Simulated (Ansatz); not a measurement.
```yaml
crystal:
  periodic: [false, false, false]
  atoms:
    - {symbol: Si, position_ang: [3.052173, -0.029677, 1.247351]}
    - {symbol: N, position_ang: [1.785511, -0.654235, 0.283452]}
    - {symbol: Si, position_ang: [1.775964, -2.045095, -0.694611]}
    - {symbol: Mg, position_ang: [-0.002027, -0.000374, 0.001895]}
    - {symbol: N, position_ang: [-1.788442, 0.655827, -0.281248]}
    - {symbol: Si, position_ang: [-3.049185, 0.043757, -1.260786]}
    - {symbol: Si, position_ang: [-1.787370, 2.030733, 0.719234]}
    - {symbol: H, position_ang: [3.493340, -0.989285, 2.301498]}
    - {symbol: H, position_ang: [4.259870, 0.322286, 0.444677]}
    - {symbol: H, position_ang: [2.579285, 1.210502, 1.927871]}
    - {symbol: H, position_ang: [0.364578, -2.026531, -1.266510]}
    - {symbol: H, position_ang: [1.931118, -3.347058, 0.011803]}
    - {symbol: H, position_ang: [2.705780, -2.037895, -1.858027]}
    - {symbol: H, position_ang: [-2.574373, -1.191388, -1.949082]}
    - {symbol: H, position_ang: [-4.264140, -0.311832, -0.470749]}
    - {symbol: H, position_ang: [-3.479351, 1.014052, -2.309684]}
    - {symbol: H, position_ang: [-0.379429, 2.005539, 1.299216]}
    - {symbol: H, position_ang: [-2.724291, 2.002675, 1.876643]}
    - {symbol: H, position_ang: [-1.940910, 3.343800, 0.033354]}
basis:
  gaussian: {orbitals: aug-cc-pVTZ}
hamiltonian: {xc: {name: PBE1PBE}, dispersion: d4}
output: {forces: true}
```

```sh
$ ansatz run in.yaml --threads 2 --pin off --events-out ev --progress --plain --max-ram 32768MiB --backend cuda --devices 0, --max-vram 18GiB
```

Output, abridged:

```
Error: YAML parse error: error: line 25 column 19: hamiltonian.xc: no functional is named "PBE1PBE"; the names, which are not case-sensitive, are SVWN5, SPW92, PBE, PBE0, PBEsol, revPBE, revPBE0, RPBE, rPW86-PBE, HSE06, wPBEh, LC-wPBE, HISS, HF, BLYP, B3LYP, B3LYP5, BHLYP, CAM-B3LYP, r2SCAN, r2SCANh, r2SCAN0, r2SCAN50, m-r2SCAN, B97, wB97, wB97X, wB97X-V, B97M-V, wB97M-V, B2PLYP, B2GP-PLYP, PBE0-DH, PBE-QIDH
23 | basis:
24 |   gaussian: {orbitals: aug-cc-pVTZ}
25 | hamiltonian: {xc: {name: PBE1PBE}, dispersion: d4}
26 | output: {forces: true}
```

What is wrong with this run?

The method's name isn't one that the program takes here. The program refused the input.

HSE06 is defined as in plane-wave codes.
